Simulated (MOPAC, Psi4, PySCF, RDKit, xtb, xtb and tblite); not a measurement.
Two geometries of SMILES OB(O)[SiH2][SiH2]c1ccco1, relaxed at GFN2-xTB with one dihedral held; other torsions can differ between them too.

Structure A

```
19

O      3.7248    -1.0206     0.9306
B      2.9960    -1.0460    -0.2067
O      3.1337    -2.1409    -1.0006
Si     1.8373     0.5120    -0.5838
Si     1.9625     1.2649    -2.7832
C      1.4034    -0.1579    -3.8848
C      0.7883    -0.2446    -5.1015
C      0.6104    -1.6191    -5.3851
C      1.1278    -2.2861    -4.3203
O      1.6074    -1.4198    -3.4082
H      4.2760    -1.7929     1.0784
H      2.6416    -2.1534    -1.8237
H      0.4060     0.2035    -0.3555
H      2.0770     1.6654     0.2982
H      1.1131     2.3887    -3.1942
H      3.3115     1.6195    -3.2629
H      0.4997     0.5814    -5.7181
H      0.1610    -2.0499    -6.2565
H      1.2128    -3.3322    -4.0989
```

Structure B

```
19

O     -3.3819    -1.6596     0.5203
B     -2.1731    -1.1872     0.1454
O     -1.0860    -1.9020     0.5490
Si    -2.1264     0.5227    -0.8377
Si    -1.9448     2.3504     0.5860
C     -0.3833     1.9941     1.5767
C      0.3129     2.6321     2.5650
C      1.4233     1.8177     2.8846
C      1.3319     0.7333     2.0683
O      0.2510     0.8268     1.2776
H     -3.3605    -2.4725     1.0309
H     -0.2257    -1.5408     0.3432
H     -3.2826     0.7463    -1.7213
H     -0.9727     0.5976    -1.7668
H     -3.0159     2.5416     1.5776
H     -1.7482     3.6781    -0.0135
H      0.0562     3.5728     3.0071
H      2.1818     2.0098     3.6161
H      1.9513    -0.1362     1.9620
```

Q: Which is lower in energy at the level B3LYP-D3(BJ)/def2-SVP // GFN2-xTB run with Psi4, and by how much?

A: A is lower, by 13.78 kJ/mol (dihedral O1–B2–Si4–Si5: 135° in A, 90° in B).

E(B) − E(A) in kJ/mol at the other levels, on the same two geometries: GFN2-xTB (xtb and tblite) 2.90; B3LYP/def2-SVP // GFN2-xTB (Psi4) 13.91; PBE/def2-SVP // GFN2-xTB (Psi4) 13.82; PBE-D3(BJ)/def2-SVP // GFN2-xTB (Psi4) 13.75; UFF // GFN2-xTB (RDKit) -35.34; PM3, restricted, heats of formation // GFN2-xTB (MOPAC) 3.37; PM6, restricted, heats of formation // GFN2-xTB (MOPAC) 10.23; GFN1-xTB // GFN2-xTB (xtb) 0.84; restricted B3LYP/6-31G*, spherical d, density fitting // GFN2-xTB (PySCF) 15.09.
